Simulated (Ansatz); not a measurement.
`NB(F)Cl` + H₂O → `NB(O)F` + HCl at 400 K and 1 bar (formal hydrolysis of a B–Cl bond).

Calculated with Ansatz (gas phase, PBE0-D4/def2-TZVP geometries, no zero-point term in ΔE). CBS: MP2 limit from def2 TZ/QZ plus the TZ coupled-cluster correction, frozen cores. This one scheme is used for every species. Each species was taken in one conformer, which may not be the lowest.

```tsv
species	CCSD(T)/CBS energy (Eh)	H − E (kJ/mol)	S (J/(mol·K))
`NB(F)Cl`	-640.42619	114.7	310.5
H₂O	-76.37941	69.8	198.6
`NB(O)F`	-256.43442	150.8	306.7
HCl	-460.38127	29.6	195.4
```

H − E and S are ideal-gas, rigid-rotor, harmonic terms from PBE0-D4/def2-TZVP, for one conformer and one mirror image of each species. 1 Eh = 2625.50 kJ/mol, R = 8.31446 J/(mol·K).

**Question.** By hand: ΔE, ΔH, ΔS and ΔG.

**Answer.** ΔE = (-256.43442) + (-460.38127) − (-640.42619) − (-76.37941) = -0.01009 Eh = -26.5 kJ/mol. Δ(H − E) = 150.8 + 29.6 − 114.7 − 69.8 = -4.1, so ΔH = -30.6 kJ/mol. ΔS = 306.7 + 195.4 − 310.5 − 198.6 = -7.0 J/(mol·K). ΔG = -30.6 − 400 × (-7.0)/1000 = -27.8 kJ/mol.

**Question.** By hand: the equilibrium constant, and the temperature at which ΔG would vanish if ΔH and ΔS stayed fixed.

**Answer.** log₁₀ K = −ΔG/(RT ln 10) = 3.6. ΔG = 0 at ΔH/ΔS = 4371 K, far beyond where these terms or the molecules hold.

The number of gas molecules stays the same, so ΔS is small and ΔH decides. A doubt of 5 kJ/mol in ΔE shifts log₁₀ K by 0.7 here. Other conformers and mirror images would add mixing entropy, several J/(mol·K) or more a flexible species. These are equilibria of isolated gas molecules and say nothing of rates. Largest T1 diagnostic: 0.011 (customary marks: 0.02 for closed shells, 0.045 for open ones).
